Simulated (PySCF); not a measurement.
Diatomic LiMg+, closed-shell singlet (lowest of 2S+1 = 1, 3 at CCSD(T)/def2-TZVPP on PBE0 minima; our sources give no spin for the ground state, which may be another).

Seven points along R, fitted to fifth degree in 1/R; most abundant isotopes. Runs in def2 and cc sets follow the lowest solution found near the PBE0 minimum. The singlet is held restricted.

Rows in 3-21G carry no dispersion term and start afresh at each structure.

Programs: PySCF for 3-21G rows. 

Energies at HF/3-21G:

```
R (Å)       E (hartree)
--------  -------------
2.704962  -205.68240583
2.777676  -205.68345152
2.844573  -205.68403323
2.920195  -205.68432525
2.995818  -205.68429729
3.083075  -205.68394634
3.184874  -205.68320466
```

Question: With a reduced mass of 5.4282 u, find the minimum, the force constant and the constants.

Answer: A fifth-degree polynomial in 1/R puts the minimum at r_e = 2.9501 Å with force constant 22.4 N/m. Then ω_e = (1/2πc)√(k/μ) = 265 cm⁻¹ and B_e = h/(8π²cμr_e²) = 0.3568 cm⁻¹; the cubic and quartic terms give α_e = 0.0050 and ω_e x_e = 2.7 cm⁻¹.
